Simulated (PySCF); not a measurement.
Excitation energy of Tl⁺ by level of theory

Tl⁺ [Xe] 4f14 5d10 6s2 (1S) → Tl⁺ [Xe] 4f14 5d10 6s1 6p1, s spin flipped, as a difference of total energies. Calculation: PySCF 2.14, in x2c-TZVPPall (11s7p6d3f, 83 functions); the spin-free X2C one-electron Hamiltonian (Gaussian nucleus). Correlated levels: valence and next inner shell: [Kr] 4d10 4f14 frozen. The calculations carry no spin-orbit coupling.

```json
{"method": "UHF", "excitation energy (cm⁻¹)": "59997"}
{"method": "MP2 (valence and next inner shell)", "excitation energy (cm⁻¹)": "66625"}
{"method": "SCS-MP2 (valence and next inner shell)", "excitation energy (cm⁻¹)": "66118"}
```

The upper determinant mixes two multiplicities, so it lies between the two terms.

The basis was made for the ground configuration and has no added diffuse functions, so the excitation energy can come out too high.

The coupled-cluster amplitudes are large for the upper state (T1 above 0.03 or a double amplitude above 0.15), so a single reference is strained.
